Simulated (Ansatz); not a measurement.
Total energies of Au(PH3)Cl (PH3AuCl) from Ansatz at PBE0-D4/def2-TZVP, gas phase (1 Eh = 27.2114 eV = 2625.5 kJ/mol). The reference geometry is relaxed at PBE-D4/def2-TZVP.

| state | geometry | energy (Eh) |
| --- | --- | --- |
| charge 0 singlet | reference | -938.91104 |
| charge 1 doublet | reference | -938.55741 |
| free Au atom (doublet) | – | -135.70229 |
| free P atom (quartet) | – | -341.13505 |
| free H atom (doublet) | – | -0.50104 |
| free Cl atom (doublet) | – | -459.99739 |

In the def2 sets Au takes a core potential; there is no spin–orbit coupling.

Q: Work out the vertical ionisation energy to the doublet.

A: E(charge 1 doublet) − E(charge 0 singlet) = -938.55741 − (-938.91104) = 0.35363 Eh = 9.62 eV. For comparison, −ε of the highest occupied level is 7.43 eV at this level, 2.19 eV less.

Q: What is the binding energy per atom against free atoms?

A: Atoms: 1 × (-135.70229) + 1 × (-341.13505) + 3 × (-0.50104) + 1 × (-459.99739) = -938.33785 Eh. Binding: -938.33785 − (-938.91104) = 0.57319 Eh = 15.60 eV, or 2.60 eV for each of 6 atoms (no zero-point energy, no counterpoise term).
